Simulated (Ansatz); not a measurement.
The first iterations of a band of C2H4BClO2 (10 atoms, charge 0, multiplicity 1).

These are results of Ansatz, RKS PBE-D4/def2-SVP, not measurements.

- movable images: 8
- climbing image: no
- spring: 5.0 eV/Å²
- optimiser: quadratic models (default)
- start path: through a guess of the saddle point
- force threshold: 0.05 eV/Å
- iteration limit: 60
- end points: relaxed

First end point:

```xyz
10
Properties=species:S:1:pos:R:3
O -1.919 -1.237 1.084
C -0.926 -0.394 0.747
C -0.114 -0.467 -0.342
B 0.981 0.583 -0.583
O 1.165 1.627 0.279
Cl 2.056 0.454 -2.021
H -1.975 -1.939 0.403
H -0.827 0.416 1.491
H -0.256 -1.300 -1.054
H 1.896 2.206 -0.003
```

Last end point:

```xyz
10
Properties=species:S:1:pos:R:3
O -1.044 -1.254 1.510
C -0.633 -0.104 1.057
C -0.485 -0.015 -0.408
B 1.006 0.569 -0.606
O 1.570 1.240 0.414
Cl 1.873 0.354 -2.135
H -1.263 -1.903 0.775
H -1.109 0.839 -0.766
H -0.741 -0.927 -1.008
H 0.910 1.150 1.168
```

| iteration | highest image above the first end (eV) | largest band force component (eV/Å) |
| --- | --- | --- |
| 1 | 5.987 | 30.472 |
| 2 | 3.783 | 1.967 |
| 3 | 3.153 | 1.916 |
| 4 | 2.919 | 1.684 |
| 5 | 3.018 | 1.169 |
| 6 | 3.020 | 0.820 |

Question: Does the band converge within its limit, and where does its top end?

Answer: The run converged. It ended after 18 iterations with the highest image 2.685 eV above the first end. The profile has 2 maxima (images 2, 6) with wells between them (image 3): this band takes more than one step, which may be the mechanism or a detour left from its start path. Neighbouring images differ by up to 2.1 eV, so the band resolves the path poorly. No image climbed, so the highest image needn't sit at the top of the path. The orbitals stay closed-shell, which can raise the energy where a bond breaks towards radicals; this wasn't checked here.

Time of the run: 4.2 min on 2 threads of AMD EPYC 7R43 64-Core Processor (Zen 3), on a shared host, peak memory 0.16 GiB.
